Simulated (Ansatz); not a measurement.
BiH2I⁺. Charge 1, multiplicity 2. Geometry PBE-D4/def2-TZVP, that of the neutral singlet; atoms count from 1.

```csv
atom,x (Å),y (Å),z (Å)
Bi1,-0.248,-0.860,0.178
H2,1.317,-0.626,-0.701
H3,0.419,0.101,1.559
I4,-1.487,1.385,-1.036
```

In the def2 sets Bi, I take a core potential; there is no spin–orbit coupling.

(1) Estimate the Mulliken populations from the PBE0/def2-TZVP orbitals of Ansatz.

(2) Where does the spin sit?

(3) And the Mayer bond orders between heavy atoms (over 0.3)?

Answers

(1) 
```
atom  charge (e)  spin (α − β)
 Bi1        0.51          0.05
  H2        0.08          0.07
  H3        0.08          0.07
  I4        0.33          0.80
```
Mulliken values depend strongly on the basis.

(2) Summed by element: Bi 0.05, H 0.15, I 0.80, of 1 unpaired in all. Largest on single atoms: I4 0.80, H2 0.07, H3 0.07.

(3) Bi1–I4 1.08 (2.84 Å).
